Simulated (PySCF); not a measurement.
**LDA on P⁺ (phosphorus, charge +1)**

Configuration: [Ne] 3s1 3p3, high-spin 5S determinant (an excited configuration). Computed with PySCF 2.14 in aug-cc-pwCVQZ (10s9p7d5f3g, 134 functions), with no relativity, point nucleus.

```
Total energy                                     : -339.4038 hartree
One-electron energy                              : -465.0673 hartree
Hartree (Coulomb) energy                         : 147.3008 hartree
Exchange-correlation energy                      : -21.6373 hartree
Kinetic energy                                   : 338.68562 hartree
⟨S²⟩                                             : 6.0000
⟨L²⟩                                             : 0.000
Sum of ⟨r⟩                                       : 12.17 bohr
Sum of ⟨r²⟩                                      : 21.19 bohr²
Density at the nucleus (Gaussians lack the cusp) : 2140 bohr⁻³
Spin density at the nucleus                      : 7.33 bohr⁻³
Langevin diamagnetic susceptibility              : -16.8 ×10⁻⁶ cm³/mol
```

| shell | electrons | mean orbital energy (hartree) | rms radius, mean of both spins (bohr) |
| --- | --- | --- | --- |
| 1s α | 1 | -76.49099 | 0.121 |
| 1s β | 1 | -76.46737 | 0.121 |
| 2s α | 1 | -6.75762 | 0.572 |
| 2s β | 1 | -6.72935 | 0.572 |
| 2p α | 3 | -5.00675 | 0.545 |
| 2p β | 3 | -4.97371 | 0.545 |
| 3s α | 1 | -0.92496 | 1.93 |
| 3p α | 3 | -0.58892 | 2.24 |
